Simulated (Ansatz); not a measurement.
Ansatz results at the PBE0-D4/def2-TZVP geometry: size of the dipole moment (B3LYP/def2-TZVPP) 4.23 D; LUMO energy (PBE/def2-TZVPP) -1.28 eV; HOMO–LUMO gap (PBE0/def2-TZVPP) 7.49 eV.

Each molecule was computed in one conformer, which needn't be the lowest.

Problem. Which molecule gave them?
A. `[O]=[Ta]([OH])([Cl])[Cl]`
B. `[F][Ta]([F])([Cl])([Cl])[Cl]`
C. `[NH2][Ta]([NH2])([OH])=[S]`
D. `[NH2][Ta]([NH2])(=[O])[F]`

Solution. D. The others give `[NH2][Ta]([NH2])([OH])=[S]`: 3.31, -1.71, 6.34; `[F][Ta]([F])([Cl])([Cl])[Cl]`: 0.67, -4.06, 6.09; `[O]=[Ta]([OH])([Cl])[Cl]`: 3.46, -3.04, 7.19.

B3LYP here is the variant with VWN-RPA as its local correlation; programs differ in this.
